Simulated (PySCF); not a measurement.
Electron correlation in N²⁺ (nitrogen, charge +2)

[He] 2s1 2p2, high-spin 4P determinant (an excited configuration). Computed with PySCF 2.14 in dyall-acv3z, with scalar relativity by spin-free X2C-1e. Frozen: 1s2; 3 electrons correlated; the 13 highest virtual orbitals of each spin left out.

```
  level  correlation energy (mhartree)
   CCSD                         -16.25
    (T)                          -0.04
CCSD(T)                         -16.29
```

Diagnostics: T1 = 0.0010, D1 = 0.0017, largest double amplitude 0.017.

Cost of the coupled-cluster step: of the order of 5 core-seconds, for 3 correlated electrons.
